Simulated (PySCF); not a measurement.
# Ionisation energy of Lu⁵⁴⁺ by level of theory

Lu⁵⁴⁺ [Ne] 3s2 3p5 (2P) → Lu⁵⁵⁺ [Ne] 3s2 3p4 (3P), as a difference of total energies. All numbers are calculated (PySCF 2.14, scalar relativity by spin-free X2C-1e, in an even-tempered Gaussian basis (17 s from 13 bohr⁻², ratio 2.5; 12 p from 17 bohr⁻², ratio 2.5; 4 d from 71 bohr⁻², ratio 2.7; 4 f from 110 bohr⁻², ratio 2.7)). Correlated levels: outer shells: 1s2 frozen; virtual orbitals above 40 to 60 times the deepest correlated orbital energy dropped. The calculations carry no spin-orbit coupling.

| method | ionisation energy (eV) |
| --- | --- |
| UHF | 5372.1 |
| LDA | 5374.0 |
| PBE | 5374.9 |
| PBE0 | 5374.7 |
| r2SCAN | 5375.2 |
| BHandHLYP | 5374.4 |
| B97-3 | 5374.7 |
| MP2 (outer shells) | 5373.2 |
| SCS-MP2 (outer shells) | 5373.1 |

Spin-orbit coupling is strong in these open shells (close to jj coupling). The scalar numbers leave it out and a first-order estimate fails, so it can dominate the gap to the real levels.

Breit and QED terms and the two-electron picture change are absent.

For comparison: 5282 ± 5 eV (theoretical estimate listed by NIST; NIST Atomic Spectra Database, ionization energies).
